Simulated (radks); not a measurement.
Task: These are the eigenvalues of the occupied orbitals of an atom or ion with whole-number occupations (eV). All-electron calculation, scalar-relativistic Kohn-Sham, PBE, spin-polarised, spherical densities, finite nucleus; Fermi nuclear charge, rms radius of each element as measured or else 0.836 A^(1/3) + 0.57 fm. Program: a radial shooting solver on a logarithmic mesh with Libxc functionals.

orbital  eigenvalue
1s up     -34202.27
1s down   -34202.17
2s up     -6294.475
2s down   -6282.419
2p up     -5777.632
2p down   -5768.516
3s up     -2092.594
3s down   -2079.034
3p up     -1926.194
3p down   -1912.215
3d up     -1696.218
3d down   -1679.087

Which element is it, and in what charge state? The configuration may be excited. Open shells, if any, are filled with parallel spins first.

Result: Z = 53, iodine, charge +29: I29+ in [Ar] 3d6. The list shows which subshells hold electrons but not how many an open one holds; the 1s level, -1256.9 hartree, gives Z - s = 50.1 by -(Z - s)^2/2, which with screening and relativity narrows Z to a few neighbours, and the depths of the outer levels then fix element, charge and occupations together.
